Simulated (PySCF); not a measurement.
C₇H₁₀N₂O.
SMILES with atom numbers: `[CH3:1][CH2:2][c:3]1[cH:4][c:5]([CH:6]=[O:7])[n:8][n:9]1[CH3:10]` (hydrogens: H11, H12, H13 on C1; H14, H15 on C2; H16 on C4; H17 on C6; H18, H19, H20 on C10)

The same species was optimised twice, with GFN2-xTB and with PBE0-D3(BJ)/def2-SVP (PySCF), and the same property calculations (PySCF, gas phase) were run on both structures.

```json
{"coordinate": "C5–C6 (Å)", "GFN2-xTB": "1.449", "PBE0-D3(BJ)/def2-SVP": "1.465", "change": "+0.016"}
{"coordinate": "C3–N9 (Å)", "GFN2-xTB": "1.361", "PBE0-D3(BJ)/def2-SVP": "1.370", "change": "+0.009"}
{"coordinate": "N9–C10 (Å)", "GFN2-xTB": "1.433", "PBE0-D3(BJ)/def2-SVP": "1.440", "change": "+0.007"}
{"coordinate": "C3–C4 (Å)", "GFN2-xTB": "1.375", "PBE0-D3(BJ)/def2-SVP": "1.381", "change": "+0.006"}
{"coordinate": "N8–N9 (Å)", "GFN2-xTB": "1.317", "PBE0-D3(BJ)/def2-SVP": "1.322", "change": "+0.005"}
{"coordinate": "C1–C2 (Å)", "GFN2-xTB": "1.524", "PBE0-D3(BJ)/def2-SVP": "1.519", "change": "-0.005"}
{"coordinate": "C2–C3 (Å)", "GFN2-xTB": "1.489", "PBE0-D3(BJ)/def2-SVP": "1.492", "change": "+0.003"}
{"coordinate": "C4–C5 (Å)", "GFN2-xTB": "1.413", "PBE0-D3(BJ)/def2-SVP": "1.415", "change": "+0.002"}
{"coordinate": "C5–N8 (Å)", "GFN2-xTB": "1.334", "PBE0-D3(BJ)/def2-SVP": "1.333", "change": "-0.001"}
{"coordinate": "C6=O7 (Å)", "GFN2-xTB": "1.207", "PBE0-D3(BJ)/def2-SVP": "1.207", "change": "0.000"}
{"coordinate": "C4–C5–N8 (°)", "GFN2-xTB": "110.1", "PBE0-D3(BJ)/def2-SVP": "111.3", "change": "+1.2"}
{"coordinate": "C5–C6–O7 (°)", "GFN2-xTB": "125.4", "PBE0-D3(BJ)/def2-SVP": "124.2", "change": "-1.2"}
{"coordinate": "C6–C5–N8 (°)", "GFN2-xTB": "121.2", "PBE0-D3(BJ)/def2-SVP": "120.0", "change": "-1.2"}
{"coordinate": "C5–N8–N9 (°)", "GFN2-xTB": "106.2", "PBE0-D3(BJ)/def2-SVP": "105.2", "change": "-1.0"}
{"coordinate": "C1–C2–C3 (°)", "GFN2-xTB": "112.3", "PBE0-D3(BJ)/def2-SVP": "113.2", "change": "+0.9"}
{"coordinate": "C3–N9–N8 (°)", "GFN2-xTB": "112.6", "PBE0-D3(BJ)/def2-SVP": "113.2", "change": "+0.6"}
{"coordinate": "C3–C4–C5 (°)", "GFN2-xTB": "105.0", "PBE0-D3(BJ)/def2-SVP": "104.5", "change": "-0.5"}
{"coordinate": "C4–C3–N9 (°)", "GFN2-xTB": "106.1", "PBE0-D3(BJ)/def2-SVP": "105.8", "change": "-0.3"}
{"coordinate": "C1–C2–C3–C4 (°)", "GFN2-xTB": "-1", "PBE0-D3(BJ)/def2-SVP": "-3", "change": "-2"}
{"coordinate": "C4–C5–C6–O7 (°)", "GFN2-xTB": "0", "PBE0-D3(BJ)/def2-SVP": "0", "change": "0"}
```

Rotational constants: A = 2083, B = 951.7, C = 661.3 MHz (GFN2-xTB) against A = 2072, B = 945.4, C = 657.3 MHz (PBE0-D3(BJ)/def2-SVP). Atoms that the bonding makes alike are paired by their places after alignment.

On the GFN2-xTB structure: HOMO (eV) -7.21 [PBE0/pcSseg-1]; LUMO (eV) -1.13 [PBE0/pcSseg-1]; dipole (D) 6.01 [PBE0/pcSseg-1]; GIAO shielding of C1 (ppm) 174.3 [PBE0/pcSseg-1]; GIAO shielding of C2 (ppm) 164.1 [PBE0/pcSseg-1]; GIAO shielding of C3 (ppm) 37.6 [PBE0/pcSseg-1]; GIAO shielding of C4 (ppm) 76.5 [PBE0/pcSseg-1]; GIAO shielding of C5 (ppm) 31.9 [PBE0/pcSseg-1]; GIAO shielding of C6 (ppm) -4.0 [PBE0/pcSseg-1]; GIAO shielding of O7 (ppm) -315.7 [PBE0/pcSseg-1]; GIAO shielding of N8 (ppm) -102.4 [PBE0/pcSseg-1].

Question: What do these properties become on the PBE0-D3(BJ)/def2-SVP structure?

Answer: 
```csv
property,level,on GFN2-xTB,on PBE0-D3(BJ)/def2-SVP,change
HOMO (eV),PBE0/pcSseg-1,-7.21,-7.22,-0.01
LUMO (eV),PBE0/pcSseg-1,-1.13,-1.10,+0.03
dipole (D),PBE0/pcSseg-1,6.01,5.92,-0.09
"energy, GFN2-xTB geometry as zero (kcal/mol)",PBE0/pcSseg-1,0.0,-0.5,-0.5
GIAO shielding of C1 (ppm),PBE0/pcSseg-1,174.3,172.5,-1.8
GIAO shielding of C2 (ppm),PBE0/pcSseg-1,164.1,162.7,-1.4
GIAO shielding of C3 (ppm),PBE0/pcSseg-1,37.6,35.6,-2.0
GIAO shielding of C4 (ppm),PBE0/pcSseg-1,76.5,75.9,-0.6
GIAO shielding of C5 (ppm),PBE0/pcSseg-1,31.9,30.5,-1.4
GIAO shielding of C6 (ppm),PBE0/pcSseg-1,-4.0,-4.8,-0.8
GIAO shielding of O7 (ppm),PBE0/pcSseg-1,-315.7,-317.9,-2.2
GIAO shielding of N8 (ppm),PBE0/pcSseg-1,-102.4,-98.5,+3.9
```

The heavy atoms differ by 0.016 Å rms after alignment (one structure mirrored). Among bonds between heavy atoms C5–C6 changes most (+0.016 Å). Changes are differences of the printed values. Neither structure is proved a minimum here.

The values belong to the conformer `[CH3:1][CH2:2][c:3]1[cH:4][c:5]([CH:6]=[O:7])[n:8][n:9]1[CH3:10]`: C1–C2–C3–C4 -3°, C4–C5–C6–O7 0°.
